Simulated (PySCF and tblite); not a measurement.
C₁₀H₄N₂S₂, numbered as in [c:1]1([C:2]#[N:3])[cH:4][s:5][c:6](-[c:8]2[s:9][cH:10][c:11]([C:12]#[N:13])[cH:14]2)[cH:7]1. Search: ETKDG and KDG, MMFF94s, GFN2-xTB, 200 starts; geometries at GFN2-xTB. Weights use PBE0-D3(BJ)/pcSseg-1 energies plus GFN2-xTB zero-point and thermal terms (modes under about 100 cm⁻¹ blended into free rotors). Symmetry numbers and mirror images are counted. Conformers within 2.5 kcal/mol (GFN2-xTB free energy) were kept, 7 at most. GIAO shieldings: PBE0/pcSseg-1. Shifts are against TMS (¹H), TMS (¹³C), NH3 (¹⁵N) at the same level. Programs: PySCF with density fitting and tblite.

Torsions listed: S5–C6–C8–S9.

```tsv
conformer	shape	point group	mirror pair	ΔE(DFT)	Δ(G−E) at 298.15 K	δ H7/H14 (ppm)
1	180°	C2h	no	0.00	0.00	7.57
2	0°	C2v	no	0.91	-0.14	7.68
```

Energies in kcal/mol; the thermal term leaves out symmetry numbers and mirror images.

Q: Work out the weights at 298.15 K and the ¹H shift of H7/H14 under fast exchange.

A: RT = 0.592 kcal/mol. Each conformer gets RT ln(σ/g), with σ the rotational symmetry number and g = 2 for a mirror pair: 1: σ = 2, g = 1, G = 0.00 + 0.00 + 0.41 = 0.41, 0.00 above the lowest, exp(−ΔG/RT) = 1.000; 2: σ = 2, g = 1, G = 0.91 − 0.14 + 0.41 = 1.18, 0.77 above the lowest, exp(−ΔG/RT) = 0.274. The sum is 1.274, so the weights are 78.5, 21.5 %. The averaged shift is 7.59 ppm. At 298.15 K the leading conformer alone gives 7.57 ppm and bare DFT energies give 7.59 ppm.


¹⁵N shifts are against a computed isolated NH3 molecule, about 20 ppm from the liquid.